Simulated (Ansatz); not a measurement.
The first iterations of a band of AlFH5N + H3N (12 atoms, charge 0, multiplicity 1).

Level of theory: RKS BLYP-D4/def2-SVP (Ansatz).

```json
{
 "movable images": "8",
 "climbing image": "no",
 "spring": "5.0 eV/Å²",
 "optimiser": "quadratic models (default)",
 "start path": "through a guess of the saddle point",
 "force threshold": "0.05 eV/Å",
 "iteration limit": "60",
 "end points": "relaxed"
}
```

First end point:

```xyz
12
Properties=species:S:1:pos:R:3
Al -1.647 0.177 -0.798
F -0.234 0.331 -1.776
H -2.484 -1.160 -1.066
H -2.341 1.571 -0.429
H 0.398 -0.175 0.709
N -0.616 -0.276 0.946
H 1.532 0.230 -0.930
N 2.318 0.139 -0.269
H -0.764 -1.241 1.278
H -0.817 0.354 1.736
H 2.375 -0.801 0.132
H 2.280 0.851 0.466
```

Last end point:

```xyz
12
Properties=species:S:1:pos:R:3
Al -1.607 0.171 -0.784
F -0.196 0.407 -1.764
H -2.389 -1.186 -1.127
H -2.380 1.538 -0.458
H 0.389 -0.200 0.825
N -0.669 -0.267 0.987
H 1.486 0.232 -0.868
N 1.974 0.035 0.027
H -0.876 -1.217 1.330
H -0.915 0.384 1.747
H 2.617 -0.750 -0.148
H 2.567 0.852 0.232
```

| iteration | highest image above the first end (eV) | largest band force component (eV/Å) |
| --- | --- | --- |
| 1 | 1.293 | 6.997 |
| 2 | 0.446 | 2.694 |
| 3 | 0.303 | 2.991 |
| 4 | 0.002 | 1.343 |
| 5 | 0.000 | 3.932 |
| 6 | 0.000 | 1.040 |
| 7 | 0.017 | 0.691 |

Q: Does the band converge within its limit, and where does its top end?

A: It converged. It ended after 23 iterations with the highest image 0.001 eV above the first end. The top lies less than 8 meV above the higher end, about what the thresholds resolve: that end is a shoulder or a very shallow well. No image climbed, so the highest image needn't sit at the top of the path.

Run time: 4 min on 2 threads of AMD EPYC 7B13 (Zen 3), on a shared host, peak memory 0.16 GiB.
